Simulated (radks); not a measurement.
Task: These are the eigenvalues of the occupied orbitals of an atom or ion with whole-number occupations (hartree). Method: scalar-relativistic Kohn-Sham, exchange-only LDA, spin-polarised, spherical densities, point nucleus; computed with a radial shooting solver on a logarithmic mesh with Libxc functionals.

orbital  eigenvalue
1s up     -2071.613
1s down   -2071.608
2s up     -374.9343
2s down   -374.8061
2p up     -336.1520
2p down   -336.0458
3s up     -109.4412
3s down   -109.3501
3p up     -97.58939
3p down   -97.49301
3d up     -82.70112
3d down   -82.58061
4s up     -45.15480
4s down   -44.80799
4p up     -40.88607
4p down   -40.54275
4d up     -35.26860

Which element is it, and in what charge state? The configuration may be excited. Open shells, if any, are filled with parallel spins first.

Result: Z = 67, holmium, charge +27: Ho27+ in [Kr] 4d4. The list shows which subshells hold electrons but not how many an open one holds; the 1s level, -2071.6 hartree, gives Z - s = 64.4 by -(Z - s)^2/2, which with screening and relativity narrows Z to a few neighbours, and the depths of the outer levels then fix element, charge and occupations together.
